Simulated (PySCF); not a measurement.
C5H9Cl, SMILES C(/CCC)=C/Cl.

The structure is a stationary point at PBE-D3(BJ)/def2-SVP. Other conformers were not sampled.

Two levels are set side by side: TDDFT-PBE/def2-SVPD (PySCF) and TDDFT-B3LYP/def2-SVPD (PySCF). Vertical, same geometry. The lowest singlet is HOMO→LUMO+1 78 %, HOMO→LUMO 15 % with PBE and HOMO→LUMO+1 75 %, HOMO→LUMO 12 % with the other functional; states are paired by order. Differences are taken from unrounded values.

```csv
quantity,TDDFT-B3LYP
lowest singlet excitation (eV),6.25
lowest triplet excitation (TDA) (eV),4.09
first bright state (f over 0.05) (eV),6.49
its oscillator strength,0.30
```

**Question.** What does TDDFT-PBE give, and how far is it from TDDFT-B3LYP? (An estimate is asked for; the answer gives what the named calculation found.)

**Answer.** 
```csv
quantity,TDDFT-PBE,TDDFT-PBE minus TDDFT-B3LYP
lowest singlet excitation (eV),5.92,-0.33
lowest triplet excitation (TDA) (eV),4.09,0.01
first bright state (f over 0.05) (eV),6.20,-0.30
its oscillator strength,0.21,-0.09
```

A lower first singlet is the usual sign of a functional without exact exchange. Differences between two approximate levels are no errors against the true value.

Rough cost on one machine, each run with all the roots and properties that it gave: TDDFT-B3LYP against TDDFT-PBE about 4 times.
